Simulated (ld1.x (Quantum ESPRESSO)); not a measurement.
**What the settings do to the TM potential of lead (Pb)**

Base potential:

lead, norm-conserving Troullier–Martins (Kleinman–Bylander form), made with ld1.x (Quantum ESPRESSO) 7.5 (LDA (PZ), fully relativistic). Core [Xe] 4f14, reference 5d10 6s2 6p0 (charge +2). Waves: 6s (bound): rc 1.90 bohr; 5d (bound): rc 1.65 bohr; 6p (bound, empty): rc 1.85 bohr. Local part: the p channel. Core correction: a·sin(br)/r model core, default radius (core density twice the valence density).

Open shells are filled in proportion to 2j + 1 (rel_dist='average').

All-electron outer shells of the reference configuration (LDA (PZ), scalar-relativistic, ld1.x):

```tsv
shell	level (eV)	outermost node (bohr)	outermost maximum (bohr)
5p	-102.86	0.49	0.88
5d	-38.07	0.52	1.07
6s	-27.88	1.01	1.93
6p	-17.49	1.18	2.38
```

Cutoffs, loose and tight: the cutoffs (Ry, on a coarse ladder) from which the occupation-weighted sum of valence levels, in a spherical-Bessel basis at the reference potential, stays within 10 and 1 mRy of its value at 400 Ry. They do not see the model core or the augmentation charge, which bear on the density cutoff. Test errors are all-electron minus pseudo excitation energies from the reference, over the configurations 5d10 6s2 6p2; 5d10 6s2 6p1; 5d10 6s1 6p0; 5d10 6s0 6p0; 5d9 6s2 6p3; 5d9 6s2 6p2; 5d10 6s0 6p4. A dash means not determined; rows that change the core or the reference have their own tests.

A true bound ghost makes a file unfit for plane-wave use even where its test errors are small: the radial tests pick states by their node count and pass the ghost by.

| change | outcome | cutoff, loose | cutoff, tight | bound ghosts | largest test error (meV) |
| --- | --- | --- | --- | --- | --- |
| base | generated | 55 Ry | 90 Ry | s | -1067 |
| wave 6s (bound): rc 1.90 bohr becomes 6s (bound): rc 1.30 bohr | generated | 140 Ry | over 300 Ry | s | -1259 |
| wave 6s (bound): rc 1.90 bohr becomes 6s (bound): rc 1.40 bohr | generated | 110 Ry | 180 Ry | s | -1129 |
| wave 6s (bound): rc 1.90 bohr becomes 6s (bound): rc 1.64 bohr | generated | 55 Ry | 100 Ry | s | -1074 |
| wave 6s (bound): rc 1.90 bohr becomes 6s (bound): rc 1.82 bohr | generated | 55 Ry | 90 Ry | s | -1069 |
| wave 6s (bound): rc 1.90 bohr becomes 6s (bound): rc 2.06 bohr | generated | 55 Ry | 90 Ry | s | -1067 |
| wave 6s (bound): rc 1.90 bohr becomes 6s (bound): rc 2.26 bohr | generated | 55 Ry | 90 Ry | s | -1068 |
| wave 6s (bound): rc 1.90 bohr becomes 6s (bound): rc 2.46 bohr | generated | 55 Ry | 90 Ry | s | -1070 |
| wave 6s (bound): rc 1.90 bohr becomes 6s (bound): rc 2.60 bohr | generated | 55 Ry | 90 Ry | s | -1077 |
| wave 6s (bound): rc 1.90 bohr becomes 6s (bound): rc 2.80 bohr | generated | 55 Ry | 90 Ry | s | -1111 |

Reading the sweep of the s radius (base included, trends over the rows without a ghost): Bound ghosts are found at 1.3, 1.4, 1.64, 1.82, 1.9, 2.06, 2.26, 2.46, 2.6, 2.8 bohr. Every judged row has one, so this setting neither creates nor removes them.
